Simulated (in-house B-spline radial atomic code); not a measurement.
**Binding energies in Ba IV (Ba3+)**

NIST's tabulated ground configuration is [Kr] 4d10 5s2 5p5; each binding energy is the energy of the ion with one electron taken from that subshell, relaxed, less that of the parent. Method: Dirac-Hartree-Fock, average of configuration, Fermi nucleus of rms radius 4.8378 fm. Calculated with a B-spline radial code for spherical atoms. Energies include first-order Breit, QED and recoil terms.

```csv
subshell,X-ray name,binding energy (eV),-ε (eV),relaxation (eV)
1s,K,37474.7,37681.8,67.9
2s,L1,6031.3,6082.1,35.8
3s,M1,1331.5,1349.2,15.1
3d3/2,M4,832.3,849.8,16.9
3d5/2,M5,817,833.9,16.6
4s,N1,298.8,304.2,4.9
4d3/2,N4,127.4,131.5,4.1
4d5/2,N5,124.9,128.8,4.0
5s,O1,65.65,66.35,0.63
5p,"O2,3",47.04,47.59,0.52
```

Relaxation = -ε minus the binding energy without Breit, QED and recoil terms.

Question: What does it cost to remove both a 2s and a 3d5/2 electron?

Answer: 6920.2 eV, which is 71.9 eV more than the two single binding energies together.

Question: What does it cost to remove both a 4d5/2 and a 5s electron?

Answer: 206.22 eV, which is 15.72 eV more than the two single binding energies together.
